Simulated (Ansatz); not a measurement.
Mulliken charges of CH5GeIO (`C[O][GeH2][I]`) from PBE/def2-TZVPP in Ansatz (PBE0-D4/def2-TZVP geometry).

| atom | x (Å) | y (Å) | z (Å) | charge (e) |
| --- | --- | --- | --- | --- |
| C1 | 0.502 | 1.337 | 0.239 | -0.152 |
| O2 | 0.755 | -0.044 | 0.372 | -0.335 |
| Ge3 | -0.483 | -1.155 | -0.242 | 0.433 |
| I4 | 0.415 | -3.438 | 0.198 | -0.224 |
| H5 | 0.395 | 1.640 | -0.811 | 0.093 |
| H6 | -0.399 | 1.648 | 0.784 | 0.093 |
| H7 | 1.355 | 1.873 | 0.661 | 0.107 |
| H8 | -1.794 | -0.956 | 0.538 | -0.008 |
| H9 | -0.658 | -0.952 | -1.757 | -0.008 |

Q: By hand: the dipole of these point charges (1 e Å = 4.8032 D).

A: Σ q r = (-0.467, 0.603, -0.232) e Å, of length 0.797 e Å = 3.83 D.

Q: How does the dipole of the full density compare? (An estimate is asked.)

A: Computed: (-0.240, 0.340, -0.120) e Å, 2.08 D; the point charges give 1.84 times that, at 3° from its direction.

Point charges leave out the atoms' own dipoles, such as those of lone pairs, and Mulliken's split depends on the basis, so the two needn't agree.
